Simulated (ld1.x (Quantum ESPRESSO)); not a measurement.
phosphorus (P), TM: configuration errors across variants

```
Element                 : P
Generator               : ld1.x (Quantum ESPRESSO) 7.5
Type                    : norm-conserving Troullier–Martins (Kleinman–Bylander form)
Functional              : revPBE
Relativity              : scalar-relativistic
Frozen core             : [Ne]
Valence charge          : 5
Reference configuration : 3s1.5 3p3.5
Partial waves           : 3s (bound): rc 1.55 bohr; 3p (bound): rc 1.20 bohr
Local potential         : all-electron potential smoothed inside 1.20 bohr (lloc = -2)
Core correction         : a·sin(br)/r model core inside 0.75 bohr
```

All-electron excitation energies from the reference (eV): (1) 3s2 3p3 -4.248; (2) 3s2 3p2 5.460; (3) 3s2 3p1 24.585; (4) 3s1 3p3 14.577; (5) 3s2 3p3.3 -5.546; (6) 3s2 3p0 54.285; (7) 3s0 3p5 12.935.

A true bound ghost makes a file unfit for plane-wave use even where its test errors are small: the radial tests pick states by their node count and pass the ghost by.

Errors AE − PS in meV (a dash: test not solved or not reliable):

| change | (1) | (2) | (3) | (4) | (5) | (6) | (7) | bound ghosts |
| --- | --- | --- | --- | --- | --- | --- | --- | --- |
| base | +0.7 | +2.7 | +20 | +6.0 | +1.2 | +58 | +3.2 | none |
| all radii but the core radius scaled by about 0.75 (s 1.16, p 0.90 bohr); local potential all-electron potential smoothed inside 0.90 bohr (lloc = -2) | -0.1 | +1.1 | +20 | +7.6 | +0.7 | +73 | -6.1 | p |
| all radii but the core radius scaled by about 0.91 (s 1.40, p 1.10 bohr); local potential all-electron potential smoothed inside 1.10 bohr (lloc = -2) | +0.6 | +2.9 | +22 | +7.7 | +1.3 | +63 | +1.9 | none |
| all radii but the core radius scaled by about 0.97 (s 1.50, p 1.16 bohr); local potential all-electron potential smoothed inside 1.16 bohr (lloc = -2) | +0.7 | +2.9 | +21 | +6.8 | +1.3 | +58 | +3.2 | none |
| all radii but the core radius scaled by about 1.03 (s 1.60, p 1.24 bohr); local potential all-electron potential smoothed inside 1.24 bohr (lloc = -2) | +0.6 | +2.6 | +20 | +5.7 | +1.2 | +60 | +2.7 | none |
| all radii but the core radius scaled by about 1.10 (s 1.70, p 1.32 bohr); local potential all-electron potential smoothed inside 1.32 bohr (lloc = -2) | +0.2 | +2.3 | +21 | +5.1 | +0.8 | +69 | -0.9 | none |
| all radii but the core radius scaled by about 1.17 (s 1.82, p 1.40 bohr); local potential all-electron potential smoothed inside 1.40 bohr (lloc = -2) | -0.4 | +1.6 | +22 | +4.1 | +0.3 | +79 | -6.7 | none |
| all radii but the core radius scaled by about 1.24 (s 1.92, p 1.50 bohr); local potential all-electron potential smoothed inside 1.50 bohr (lloc = -2) | -1.2 | +0.9 | +24 | +2.7 | -0.5 | +92 | -15 | none |
| all radii but the core radius scaled by about 1.30 (s 2.02, p 1.56 bohr); local potential all-electron potential smoothed inside 1.56 bohr (lloc = -2) | -2.1 | +0.5 | +28 | +1.4 | -1.3 | +110 | -24 | none |
| all radii but the core radius scaled by about 1.38 (s 2.14, p 1.66 bohr); local potential all-electron potential smoothed inside 1.66 bohr (lloc = -2) | -3.9 | -0.1 | +35 | -1.6 | -3.0 | +144 | -41 | none |

Problem. Give the same row for: all radii but the core radius scaled by about 0.80 (s 1.24, p 0.96 bohr); local potential all-electron potential smoothed inside 0.96 bohr (lloc = -2).

Solution. -0.1, +1.0, +16, +7.5, +0.7, +48, -5.6; bound ghosts: p.
